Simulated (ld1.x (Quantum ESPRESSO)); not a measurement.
Plane-wave convergence, TM potential for Dy

Dy, norm-conserving Troullier–Martins (Kleinman–Bylander form), made with ld1.x (Quantum ESPRESSO) 7.5 (PBE, non-relativistic). Core [Xe], reference 4f10 5d0 6s2 6p0. Waves: 6s (bound): rc 3.25 bohr; 6p (bound, empty): rc 3.80 bohr; 5d (bound, empty): rc 2.30 bohr; 4f (bound): rc 1.20 bohr. Local part: all-electron potential smoothed inside 1.55 bohr (lloc = -1). Core correction: a·sin(br)/r model core, default radius (core density twice the valence density).

The pseudo-atom Hamiltonian at the reference potential is diagonalised in spherical Bessel functions j_l(qr) that vanish at 20 bohr, with q² up to the cutoff. All-electron valence levels (Ry): 6s -0.2568, 6p -0.0980, 5d -0.1377, 4f -0.5136.

Problem. How do the lowest levels (Ry) of each channel move with the cutoff, and are there ghosts?

Solution.

```csv
cutoff (Ry),s #1,s #2,p #1,p #2,p #3,d #1,f #1,Σ f·Δε (mRy)
8,-6.8978,-0.2566,-1.3220,-0.0979,0.0430,-0.0935,0.0896,6031.2
18,-9.2533,-0.2568,-3.3261,-0.0979,0.0429,-0.1370,0.0896,6030.7
35,-9.7303,-0.2568,-3.9689,-0.0980,0.0429,-0.1377,0.0896,6030.6
55,-9.7643,-0.2568,-4.0143,-0.0980,0.0429,-0.1377,0.0896,6030.6
90,-9.7654,-0.2568,-4.0167,-0.0980,0.0429,-0.1377,0.0896,6030.5
140,-9.7654,-0.2568,-4.0167,-0.0980,0.0429,-0.1377,0.0887,6021.5
230,-9.7654,-0.2568,-4.0167,-0.0980,0.0429,-0.1377,-0.5073,61.1
400,-9.7654,-0.2568,-4.0167,-0.0980,0.0429,-0.1377,-0.5134,0.0
```

Result: ghost states, extra bound levels that the all-electron valence spectrum of the same l lacks: s at -132.9 eV, p at -54.6 eV (a true bound ghost makes a file unfit for plane-wave use); 10 mRy is reached at 260 Ry and 1 mRy at over 300 Ry.

2 of 7 tests not solved or not reliable.
